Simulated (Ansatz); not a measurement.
GaMe2(acac) (C₇H₁₃GaO₂). Total charge 0; triplet. Geometry r2SCAN-D4/def2-SVP, that of the neutral singlet; atoms count from 1.

```xyz
23

Ga    1.1121   -0.5271    1.0237
C     1.9430    0.9089    2.0684
H     1.5608    1.8884    1.7398
H     3.0388    0.9153    1.9543
H     1.7205    0.8007    3.1422
C     1.4049   -2.4651    1.0167
H     0.6764   -2.9580    0.3536
H     1.2970   -2.8986    2.0238
H     2.4155   -2.7126    0.6539
O     1.1497    0.0470   -0.8535
C     0.1559    0.4545   -1.5442
C     0.4812    0.8512   -2.9563
C    -1.1697    0.5499   -1.0769
C    -1.5897    0.2011    0.2220
C    -3.0367    0.3397    0.6021
O    -0.8271   -0.2425    1.1452
H    -0.3956    1.1996   -3.5165
H     1.2475    1.6425   -2.9386
H     0.9324   -0.0099   -3.4745
H    -1.9265    0.9155   -1.7723
H    -3.6657    0.6899   -0.2258
H    -3.1175    1.0415    1.4477
H    -3.4072   -0.6319    0.9652
```

Single mean-field runs in def2-TZVP are fitted with def2-universal-jkfit. At PBE0-D4/def2-TZVP a singlet of charge 0 lies 3.03 eV below the triplet at the same geometry.

(1) Estimate the Mulliken populations from the PBE0/def2-TZVP orbitals of Ansatz.

(2) Where does the spin sit?

(3) And the Mayer bond orders between heavy atoms (over 0.3)?

Results:

(1) 
| atom | charge (e) | spin (α − β) |
| --- | --- | --- |
| Ga1 | 0.49 | -0.02 |
| C2 | -0.54 | 0.03 |
| H3 | 0.14 | 0.00 |
| H4 | 0.14 | 0.00 |
| H5 | 0.14 | 0.00 |
| C6 | -0.54 | 0.03 |
| H7 | 0.14 | 0.00 |
| H8 | 0.14 | 0.00 |
| H9 | 0.14 | 0.00 |
| O10 | -0.33 | 0.30 |
| C11 | 0.21 | 0.38 |
| C12 | -0.38 | -0.05 |
| C13 | -0.13 | 0.59 |
| C14 | 0.21 | 0.38 |
| C15 | -0.38 | -0.05 |
| O16 | -0.33 | 0.30 |
| H17 | 0.12 | 0.00 |
| H18 | 0.13 | 0.03 |
| H19 | 0.13 | 0.03 |
| H20 | 0.15 | -0.03 |
| H21 | 0.12 | 0.00 |
| H22 | 0.13 | 0.03 |
| H23 | 0.13 | 0.03 |
Mulliken values depend strongly on the basis.

(2) Summed by element: Ga -0.02, C 1.33, H 0.09, O 0.60, of 2 unpaired in all. Largest on single atoms: C13 0.59, C11 0.38, C14 0.38.

(3) Ga1–C2 0.98 (1.96 Å); Ga1–C6 0.98 (1.96 Å); Ga1–O10 0.59 (1.96 Å); Ga1–O16 0.59 (1.96 Å); O10–C11 1.44 (1.28 Å); C11–C12 0.99 (1.50 Å); C11–C13 1.24 (1.41 Å); C13–C14 1.24 (1.41 Å); C14–C15 0.99 (1.50 Å); C14–O16 1.44 (1.28 Å).
